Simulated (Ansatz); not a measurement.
Q: Name a neutral molecule of Cl, Ge, O, Si and H with LUMO energy (ωB97M-V/def2-TZVPP) between 1.55 and 1.85 eV and LUMO energy (PBE/def2-TZVPP) between -1.15 and -0.85 eV (Ansatz, PBE0-D4/def2-TZVP geometry).

A: `Cl[SiH](Cl)[O][GeH3]` (1.60 eV, -1.13 eV); `Cl[SiH2][O][GeH3]` (1.60 eV, -1.09 eV). Other molecules can fit too; these were computed, each in one conformer that needn't be the lowest.
